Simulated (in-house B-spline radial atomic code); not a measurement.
Sm+ is squeezed into an impenetrable sphere of radius R (the orbitals vanish at R). No spin polarisation. All numbers are computed (scalar-relativistic (X2C) PBE, spherical fractional occupations; Fermi nucleus of rms radius 5.0819 fm) with an all-electron radial atomic-structure program (B-spline basis), not measured.

Energies in eV above the free ion in [Xe] 4f6 6s1:

```
R (bohr)  highest level (eV)  [Xe] 4f6 6s1  [Kr] 4d10 4f7 5s2 5p5 6s1  [Kr] 4d10 4f6 5s2 5p5 5d1 6s1
    9.94               -8.38       0.01428                      21.62                          22.66
    6.76               -7.57         0.561                      22.19                          23.21
    4.76               -2.63          5.08                      26.99                          28.32
    3.94                5.53         14.29                      36.71                           38.8
    3.77                8.55         18.13                      40.71                          43.09
    3.18                26.7         44.97                      68.29                          72.57
     2.4                97.1           190                      212.4                          226.5
    2.06                 174         394.8                      411.2                          439.5
    1.91                 228         559.1                      569.3                          609.1
    1.51                 500          1574                       1536                           1643
```

Question: Does [Kr] 4d10 4f7 5s2 5p5 6s1 fall below [Xe] 4f6 6s1 under compression?

Answer: Yes, between R = 1.91 and 1.51 bohr the order changes (near 1.83 bohr by linear interpolation).

Question: Does [Kr] 4d10 4f6 5s2 5p5 5d1 6s1 fall below [Xe] 4f6 6s1 under compression?

Answer: No, it stays above over the whole range.

The highest level is first positive in the row R = 3.94 bohr, pushed up by confinement above the zero of the free ion's potential. Each configuration is held fixed and needn't be the lowest in the sphere.
